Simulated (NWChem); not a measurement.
Species: NaF; SMILES [F][Na]

```xyz
2

Na     0.0000     0.0000    -0.8567
F      0.0000     0.0000     1.0316
```
Atoms are numbered in this order, from 1.

Structure relaxed at the PBE0/def2-SVP level.

List the 4 lowest vertical singlet excitations from B3LYP/def2-SVPD, full TDDFT (NWChem).


```
state  energy (eV)  oscillator strength  leading excitation (squared amplitude)
-----  -----------  -------------------  --------------------------------------
S1            4.00                0.009                    HOMO−1 → LUMO (0.99)
S2            4.00                0.009                      HOMO → LUMO (0.99)
S3            4.36                0.048                    HOMO−2 → LUMO (0.99)
S4            5.95                0.000                  HOMO−1 → LUMO+1 (0.50)
```
